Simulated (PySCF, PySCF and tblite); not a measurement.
One step of a conformer study of C₈H₁₄O₂, numbered as in [CH3:1][C:2](=[O:3])[C@@H:4]([CH3:5])[C@H:6]([CH3:7])[C:8]([CH3:9])=[O:10]: PySCF, GIAO PBE0/pcSseg-1 NMR shielding, non-relativistic, gas phase; conformer with 116°, -68°, -119°.

Torsions listed: O3–C2–C4–C5, C5–C4–C6–C7, C4–C6–C8–O10.

Input:

```
{"job": {"xc": "PBE0", "basis": "pcSseg-1", "kind": "nmr", "pop": false}, "charge": 0, "multiplicity": 1}
C      2.043475     1.394184     0.400124
C      1.155766     0.983875    -0.738956
O      0.962144     1.691277    -1.697584
C      0.466837    -0.373708    -0.626660
C      1.499800    -1.502956    -0.630871
C     -0.429328    -0.417774     0.626427
C     -1.350404    -1.639915     0.627454
C     -1.243954     0.868128     0.741340
C     -2.169101     1.192591    -0.395633
O     -1.115890     1.590868     1.699539
H      2.679028     0.578150     0.729521
H      1.410919     1.696589     1.234362
H      2.651105     2.245164     0.103554
H     -0.161426    -0.479664    -1.517715
H      2.210973    -1.353275    -1.440590
H      1.009449    -2.460489    -0.785133
H      2.044804    -1.544671     0.308986
H      0.206336    -0.465475     1.517226
H     -0.772533    -2.546366     0.786524
H     -1.883719    -1.735081    -0.315172
H     -2.076967    -1.557331     1.432990
H     -2.725759     0.320067    -0.722975
H     -2.853481     1.982679    -0.097714
H     -1.569809     1.552897    -1.231489
```

Launched as:

```sh
OMP_NUM_THREADS=1 python ens_run.py task.json out
```

Output (atoms count from 0 there):

```
coarse grid: 19544 points
cycle   1  E = -462.8109384437  dE =  1.325e+00  |g| = 1.100e+00  |ddm| = 4.255e+00
cycle   2  E = -462.1128518409  dE =  6.981e-01  |g| = 2.216e+00  |ddm| = 3.249e+00
cycle   3  E = -463.0401533119  dE = -9.273e-01  |g| = 2.394e-01  |ddm| = 2.524e+00
cycle   4  E = -463.0532755648  dE = -1.312e-02  |g| = 7.357e-02  |ddm| = 2.649e-01
cycle   5  E = -463.0544880328  dE = -1.212e-03  |g| = 1.597e-02  |ddm| = 7.930e-02
cycle   6  E = -463.0545405476  dE = -5.251e-05  |g| = 5.124e-03  |ddm| = 1.706e-02
cycle   7  E = -463.0545461532  dE = -5.606e-06  |g| = 1.044e-03  |ddm| = 6.214e-03
final grid: 187288 points
cycle   8  E = -463.1383269341  dE = -6.394e-05  |g| = 1.755e-02  |ddm| = 5.088e-02
cycle   9  E = -463.1381629266  dE =  1.640e-04  |g| = 3.413e-02  |ddm| = 3.951e-02
cycle  10  E = -463.1383878912  dE = -2.250e-04  |g| = 3.262e-03  |ddm| = 2.848e-02
cycle  11  E = -463.1383900770  dE = -2.186e-06  |g| = 3.238e-04  |ddm| = 2.449e-03
cycle  12  E = -463.1383900995  dE = -2.244e-08  |g| = 1.329e-04  |ddm| = 5.525e-04
cycle  13  E = -463.1383901035  dE = -4.050e-09  |g| = 3.404e-05  |ddm| = 1.850e-04
cycle  14  E = -463.1383901038  dE = -2.613e-10  |g| = 8.937e-06  |ddm| = 3.671e-05
converged SCF energy = -463.1383901038

GIAO shielding tensors (ppm)
atom      isotropic    diamagn.    paramagn.     s11        s22        s33       span
  0 C      161.427     254.673     -93.246    141.151    152.004    191.126     49.975
  1 C      -31.468     252.772    -284.241   -113.075    -80.587     99.258    212.333
  2 O     -353.936     400.788    -754.723   -938.483   -423.669    300.345   1238.828
  3 C      128.303     254.339    -126.035    104.172    122.395    158.344     54.172
  4 C      168.841     247.638     -78.798    151.444    169.031    186.048     34.604
  5 C      128.425     254.341    -125.916    104.420    122.465    158.391     53.971
  6 C      168.858     247.643     -78.785    151.432    169.089    186.052     34.620
  7 C      -31.480     252.793    -284.274   -113.071    -80.634     99.264    212.335
  8 C      161.418     254.676     -93.258    141.182    151.945    191.127     49.944
  9 O     -353.823     400.795    -754.617   -938.234   -423.551    300.317   1238.552
 10 H       29.468      32.074      -2.605     25.035     30.897     32.473      7.438
 11 H       29.237      32.280      -3.043     24.343     30.291     33.077      8.734
 12 H       29.985      29.172       0.813     26.496     27.559     35.901      9.405
 13 H       29.581      36.584      -7.003     27.455     28.653     32.636      5.181
 14 H       30.426      30.211       0.215     26.443     27.628     37.206     10.763
 15 H       30.141      31.002      -0.861     25.605     28.944     35.873     10.268
 16 H       30.803      32.002      -1.199     27.137     29.289     35.982      8.845
 17 H       29.581      36.581      -7.000     27.468     28.638     32.638      5.170
 18 H       30.143      30.998      -0.855     25.611     28.924     35.893     10.281
 19 H       30.807      32.009      -1.201     27.160     29.281     35.981      8.821
 20 H       30.430      30.220       0.210     26.458     27.629     37.202     10.744
 21 H       29.469      32.065      -2.596     25.033     30.902     32.473      7.440
 22 H       29.984      29.173       0.811     26.495     27.559     35.897      9.403
 23 H       29.241      32.280      -3.039     24.360     30.296     33.067      8.708
```

It took 56 s on 1 thread of Arm Neoverse V2, shared host (rough), peak memory 1.3 GiB, launched as `OMP_NUM_THREADS=1 python ens_run.py task.json out`.
